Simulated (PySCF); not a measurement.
## Bond length, frequency and bond energy of BiO by level of theory

State: doublet, unpaired electrons π ↑, a mixture of terms (⟨Lz²⟩ = 1.8). Set-up: PySCF, spin-free X2C with a Gaussian nucleus, basis sets Bi x2c-TZVPPall, O x2c-TZVPPall. De refers to Bi + O in their high-spin ground configurations, without counterpoise correction. The functionals are run spin-unrestricted. A positive dipole means Bi(−)O(+). Levels whose curve was spin-contaminated or gave no clean fit are not listed.

```csv
Level,Re (Å),ωe (cm⁻¹),De (eV),μ (D)
UHF-CCSD,1.902,786,2.71,n/a
PBE,1.930,742,4.34,-3.73
PBEsol,1.917,760,4.64,-3.67
revPBE,1.936,734,3.99,-3.74
M06-L,1.918,762,4.12,-3.89
MN15,1.885,816,3.38,-4.14
```

Correlated steps freeze 35 core orbitals. Spin–orbit coupling is left out, which matters for elements this heavy, above all for dissociation energies. The state was picked by a PBE0 search and need not be the measured ground state.

The whole job (state search and all levels along the bond) took about 15 min on 2 threads of Intel Xeon Platinum 8488C (shared host), peak memory 4.3 GiB.
